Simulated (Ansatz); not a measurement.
H3HfO3 (SMILES [OH][Hf]([OH])[OH]), doublet, geometry from GFN2-xTB (such geometries of metal compounds can be far from the true shape) (the multiplicity is a formal guess) (core potentials on Hf); HF/def2-SVP (Ansatz, a first-principles code).

Here is a job for Ansatz.
Ansatz 0.2 input:
```yaml
crystal:
  periodic: [false, false, false]
  atoms:
    - {symbol: Hf, position_ang: [0.02003494, -0.04142502, 0.04666408]}
    - {symbol: O, position_ang: [1.50219233, -0.12177492, -1.07532677]}
    - {symbol: H, position_ang: [1.50657928, 0.40421577, -1.88523804]}
    - {symbol: O, position_ang: [-0.47977780, -0.81968077, 1.65944460]}
    - {symbol: H, position_ang: [-1.34165278, -0.58759156, 2.02775851]}
    - {symbol: O, position_ang: [-1.11915871, 1.14542333, -0.81548044]}
    - {symbol: H, position_ang: [-0.83348867, 1.53423643, -1.65143302]}
basis:
  gaussian:
    orbitals: def2-SVP
hamiltonian:
  xc: hf
magnetization: {spin_polarized: true, initial_magnetization: 1}
```

Task: Predict the main parts of the log of this Ansatz run.

Result: 
```
Functional definition: HF
866 factors; integrals over basis functions are off by at most 1.4e-3 eV
mean field evaluation 1: about -7440.9924 eV, gradient 4.4e1 eV
mean field evaluation 2: about -7441.0037 eV, gradient 4.4e1 eV
mean field evaluation 4: about -7448.7387 eV, gradient 2.5e0 eV
mean field evaluation 8: about -7448.9531 eV, gradient 1.3e-1 eV
mean field evaluation 16: about -7445.3367 eV, gradient 1.3e0 eV
mean field evaluation 32: about -7448.9349 eV, gradient 3.2e-1 eV
mean field -7448.95209139 eV, -273.7439402777 hartree, gradient 1.0e-5 eV, S^2 0.754296; 0 other end points of the search recorded, 0 dependent functions left out
reference -7448.95209139 eV, -273.7439402777 hartree; 20, 19 occupied and 69, 70 virtual orbitals, 866 factors
Total energy: -7448.95209139 eV, -273.7439402777 hartree
```
